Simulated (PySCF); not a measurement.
## Assignment exercise: C7H13O2P

Molfile (atoms numbered from 1):
```
C7H13O2P
     RDKit          3D

 23 23  0  0  0  0  0  0  0  0999 V2000
    3.9593   -0.3089   -0.4584 C   0  0  0  0  0  0  0  0  0  0  0  0
    2.6134    0.1818   -0.0622 C   0  0  0  0  0  0  0  0  0  0  0  0
    1.4596   -0.4052   -0.3516 C   0  0  0  0  0  0  0  0  0  0  0  0
   -0.0688    0.3605    0.2295 P   0  0  0  0  0  5  0  0  0  0  0  0
    0.1087    1.6019    0.9924 O   0  0  0  0  0  0  0  0  0  0  0  0
   -1.1630    0.5484   -1.2409 C   0  0  0  0  0  0  0  0  0  0  0  0
   -2.5594    0.8425   -0.6930 C   0  0  0  0  0  0  0  0  0  0  0  0
   -3.0820   -0.2182    0.0699 O   0  0  0  0  0  0  0  0  0  0  0  0
   -2.4260   -0.4023    1.3010 C   0  0  0  0  0  0  0  0  0  0  0  0
   -1.0036   -0.9388    1.1420 C   0  0  0  0  0  0  0  0  0  0  0  0
    4.5665   -0.4816    0.4295 H   0  0  0  0  0  0  0  0  0  0  0  0
    4.4675    0.4464   -1.0568 H   0  0  0  0  0  0  0  0  0  0  0  0
    3.8932   -1.2317   -1.0299 H   0  0  0  0  0  0  0  0  0  0  0  0
    2.5821    1.0992    0.5130 H   0  0  0  0  0  0  0  0  0  0  0  0
    1.4001   -1.3218   -0.9201 H   0  0  0  0  0  0  0  0  0  0  0  0
   -0.8084    1.3884   -1.8408 H   0  0  0  0  0  0  0  0  0  0  0  0
   -1.1723   -0.3579   -1.8452 H   0  0  0  0  0  0  0  0  0  0  0  0
   -3.2723    0.9913   -1.5093 H   0  0  0  0  0  0  0  0  0  0  0  0
   -2.5155    1.7591   -0.0849 H   0  0  0  0  0  0  0  0  0  0  0  0
   -3.0467   -1.1108    1.8572 H   0  0  0  0  0  0  0  0  0  0  0  0
   -2.3857    0.5491    1.8534 H   0  0  0  0  0  0  0  0  0  0  0  0
   -0.5432   -1.0836    2.1208 H   0  0  0  0  0  0  0  0  0  0  0  0
   -1.0084   -1.8805    0.5943 H   0  0  0  0  0  0  0  0  0  0  0  0
  1  2  1  0
  2  3  2  0
  3  4  1  0
  4  5  2  0
  4  6  1  0
  6  7  1  0
  7  8  1  0
  8  9  1  0
  9 10  1  0
 10  4  1  0
  1 11  1  0
  1 12  1  0
  1 13  1  0
  2 14  1  0
  3 15  1  0
  6 16  1  0
  6 17  1  0
  7 18  1  0
  7 19  1  0
  9 20  1  0
  9 21  1  0
 10 22  1  0
 10 23  1  0
M  END
```

Fast rotation and ring inversion assumed for equivalent nuclei, no relativistic terms, single conformer, in vacuum. Coordinates at the GFN2-xTB level; σ from GIAO-PBE0/pcSseg-1; PySCF 2.14.0 with density-fitted response routines.

Chemical shifts δ = σref − σ; ¹³C (σref 186.93), ¹H (σref 31.72) against TMS, all at this level.

**Question.** Assign these signals to the numbered atoms. ¹³C{¹H} NMR (computed): δ 157.6, 133.1, 67.7, 35.2, 23.9.

**Answer.** 
```tsv
δ (ppm)	atoms	environment	reason
157.6	C2	alkene CH	an sp2 carbon of a C=C bond
133.1	C3	alkene CH	–
67.7	C7/C9	sp3 CH2 bonded to O	deshielded by the electronegative neighbour
35.2	C6/C10	sp3 CH2 bonded to P	–
23.9	C1	allylic methyl carbon	a saturated carbon with 1 carbon neighbour and no heteroatom attached
```

**Question.** Assign these signals to the numbered atoms. ¹H NMR (400 MHz, computed): δ 7.13 (m, 1H), 5.74 (m, 1H), 4.35 (m, 2H), 4.28 (m, 2H), 2.08 (d, 3H), 1.57 (m, 2H), 1.38 (m, 2H).

**Answer.** 
7.13 → H14, hydrogen on an alkene CH: a vinylic proton, deshielded by the sp2 carbon and the C=C anisotropy
5.74 → H15, hydrogen on an alkene CH
4.35 → H18/H20, hydrogen on an sp3 CH2 bonded to O: its carbon carries O, an electronegative neighbour
4.28 → H19/H21, hydrogen on an sp3 CH2 bonded to O
2.08 → H11/H12/H13, hydrogen on an allylic methyl carbon: allylic position
1.57 → H17/H23, hydrogen on an sp3 CH2 bonded to P
1.38 → H16/H22, hydrogen on an sp3 CH2 bonded to P

H18/H20 and H19/H21 lie closer than the usual error of such a calculation, so a measured spectrum could show them in the other order.

Splittings by ³¹P in the carbon and heteronuclear signals aren't shown, as no couplings were computed. Shifts are as computed. Against solution values, carbons near 30 ppm lie about +3 ppm off and those near 130 ppm about +5 ppm. Of 1211 compounds with measured shifts, 218 miss one by over three times the rms of a fit or turn the order of signals round; such compounds aren't used in these exercises. Multiplicities follow the n + 1 count of equivalent neighbours, as no J values were calculated; m marks all less simple cases, F and P coupling included.
